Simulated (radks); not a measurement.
Neutral rhenium, [Xe] 4f14 5d5 6s2. All-electron calculation, non-relativistic Kohn-Sham, exchange-only B88, spin-polarised, spherical densities, point nucleus. Program: a radial shooting solver on a logarithmic mesh with Libxc functionals. Every spin shell is full or empty, so the densities are truly spherical. Functionals are evaluated on that one density, not self-consistently. Rank these exchange functionals by their error against the exact value of the orbitals, and give that value: LDA, B88, PBE, RPBE, WC, SOGGA, B86b, TPSS, SCAN, MVS.

Answer. Exact: -309.874 hartree. From best to worst, with 100 (|E| - |E exact|)/|E exact| (equal figures are ties): RPBE -0.11, B86b +0.12, MVS +0.14, SCAN +0.15, B88 +0.18, PBE -0.23, TPSS -0.31, WC -0.53, SOGGA -1.74, LDA -3.81.
